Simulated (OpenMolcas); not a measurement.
Lines of Pb: computed and rescaled rates

```
Program             : OpenMolcas
Method              : CASSCF
Basis               : ANO-RCC-VQZP [9s8p6d4f3g]
Scalar Hamiltonian  : DKH2, point nucleus
Active space        : 4 electrons in 4 orbitals (6s 6p)
State averaging     : 2S+1 = 3 even, 3 roots; 2S+1 = 1 even, 6 roots kept (CI in the orbitals of an earlier block); 2S+1 = 5 odd, 1 root
Spin-orbit coupling : RASSI with atomic mean-field integrals over the reference wave functions, term energies averaged over their components
```

Rates come from the transition moments of the reference wave functions (E1 and E2 in the length form). At fixed line strength A goes as λ^-3 for E1 and M1 and as λ^-5 for E2, so a rate at the computed wavelength can be rescaled to the measured one. Measured vacuum wavelengths follow from level energies in NIST Handbook of Basic Atomic Spectroscopic Data. Branching counts decays inside the model space alone, at computed energies, and the table is only a selection of the E2 and M1 lines, drawn from those between levels with measured partners whose computed energy lies within a factor of 1.5 of the measured one.

| Upper | Lower | Type | λ computed (nm) | λ measured (nm) | A computed (s-1) | A rescaled (s-1) | Branching % |
| --- | --- | --- | --- | --- | --- | --- | --- |
| 6s2 6p2 3P2 [71 %] | 6s2 6p2 3P1 | M1 | 2777 | 3532 | 4.50e-01 | 2.19e-01 | 67.0 |
| 6s2 6p2 3P1 | 6s2 6p2 3P0 | M1 | 1492 | 1279 | 4.79e+00 | 7.60e+00 | 100.0 |
| 6s2 6p2 1S0 | 6s2 6p2 1D2 [71 %] | E2 | 1185 | 1249 | 9.54e-01 | 7.33e-01 | 1.2 |
| 6s2 6p2 1D2 [71 %] | 6s2 6p2 3P2 [71 %] | M1 | 979.2 | 925.3 | 8.87e+00 |  | 44.1 |
| 6s2 6p2 1D2 [71 %] | 6s2 6p2 3P2 [71 %] | E2 | 979.2 | 925.3 | 5.01e-01 |  | 2.5 |
| 6s2 6p2 3P2 [71 %] | 6s2 6p2 3P0 | E2 | 970.8 | 938.9 | 2.20e-01 | 2.60e-01 | 32.8 |
| 6s2 6p2 1D2 [71 %] | 6s2 6p2 3P1 | M1 | 724 | 733.2 | 1.03e+01 |  | 51.0 |
| 6s2 6p2 1D2 [71 %] | 6s2 6p2 3P1 | E2 | 724 | 733.2 | 4.54e-01 |  | 2.3 |
| 6s2 6p2 1S0 | 6s2 6p2 3P2 [71 %] | E2 | 536.3 | 531.4 | 8.36e+00 |  | 10.4 |
| 6s2 6p2 1S0 | 6s2 6p2 3P1 | M1 | 449.5 | 461.9 | 7.08e+01 |  | 88.4 |

Spin-changing lines and M1 lines between different terms are not rescaled, since their strength hangs on the term gaps too.

The largest correction is for 6s2 6p2 3P2 [71 %] → 6s2 6p2 3P1 (M1): 4.50e-01 × (2777 / 3532)^3 = 2.19e-01 s-1, a factor of 0.49.

No measured rate stands beside these. Rescaling mends the energy factor alone: line strengths can still be far off where a level mixes with configurations outside the active space, and weak or spin-changing lines hang on small mixing coefficients that depend on the term gaps too, so rescaling need not improve them.

Terms from blocks run as CI alone lack orbitals of their own. Spin-orbit splittings of 6p shells tend to come out small when the coupling is added on scalar orbitals. Computed and measured levels are paired by configuration, term and J; levels that our copy of the source lacks, or whose pairing is in doubt (as where it misses far off the trend of its configuration), stay unpaired. Where the source uses jj or jK labels, the order within each J decides. Levels of configurations outside the active space are missing.

A share in square brackets marks a mixed level and gives the weight of the term that names it.
